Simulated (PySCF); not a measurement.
# Unknowns

[PySCF 2.14: shieldings: GIAO PBE0/pcSseg-1; GFN2-xTB geometry; in vacuum; no relativistic terms; single conformer; equivalent nuclei averaged]

References, each an isolated molecule treated in the same way: ¹H (σref 31.72) and ¹³C (σref 186.93) against TMS. Splittings of carbon signals by F and P are missing where no couplings were computed. Where no couplings were computed, multiplicities follow the n + 1 count of equivalent neighbours, and m marks all less simple cases (inequivalent or close neighbours, rings, F or P nearby). Shifts are as computed. Against solution values, carbons near 30 ppm lie about +3 ppm off and those near 130 ppm about +5 ppm. Of 1211 compounds with measured shifts, 218 miss one by over three times the rms of a fit or turn the order of signals round; such compounds aren't used in these exercises.

Question: C$_{6}$H$_{8}$F$_{2}$O. ¹H NMR (500 MHz, computed): δ 9.97 (t, 1H), 6.85 (m, 1H), 5.69 (m, 1H), 3.19 (d, 2H), 2.10 (s, 3H). ¹³C{¹H} NMR (computed): δ 203.3 (CH), 151.0 (C), 132.6 (CH), 119.1 (CH), 59.6 (CH2), 21.5 (CH3). Identify the compound.

Answer: `InChI=1S/C6H8F2O/c1-5(2-3-9)4-6(7)8/h3-4,6H,2H2,1H3/b5-4+`. Rings plus π bonds: 2 (no ring in the answer). 6 carbon signals for 6 carbons: no two carbons are equivalent. Carbon types of the structure: 1 × C, 3 × CH, 1 × CH2, 1 × CH3, which accounts for all hydrogens. δC 203.3: aldehyde carbonyl carbon; low-lying n→π* states of the double bond to the heteroatom give a large paramagnetic term (-262 ppm). δC 132.6: alkene CH; the olefinic region. δC 119.1: allylic sp3 CH bonded to 2 F; 2 electronegative neighbours deshield it. δH 9.97: hydrogen on an aldehyde carbonyl carbon; the formyl region, downfield of aromatic protons.

This is the structure that produced the data.

Question: C$_{6}$H$_{8}$F$_{2}$O. ¹H NMR (600 MHz, computed): δ 6.65 (m, 1H), 6.34 (m, 1H), 6.31 (m, 1H), 3.93 (m, 1H), 3.09 (m, 1H), 1.14 (d, 3H). ¹³C{¹H} NMR (computed): δ 154.9 (CH), 141.6 (CH), 125.6 (CH), 83.5 (CH), 50.5 (CH), 18.6 (CH3). Give a structure.

Answer: SMILES C[C@@H]1C=C[C@H]1OC(F)F. The formula gives 2 degrees of unsaturation (1 ring in the answer). 6 carbon signals for 6 carbons: no two carbons are equivalent. Carbon types of the structure: 5 × CH, 1 × CH3, which accounts for all hydrogens. δC 154.9, 141.6: alkene CH; the olefinic region. δC 125.6: sp3 CH bonded to 2 F and O; 3 electronegative neighbours deshield it. δC 83.5: allylic sp3 CH bonded to O; deshielded by the electronegative neighbour. δC 18.6: methyl carbon; a saturated carbon with 1 carbon neighbour and no heteroatom attached.

The shifts were computed for this structure.
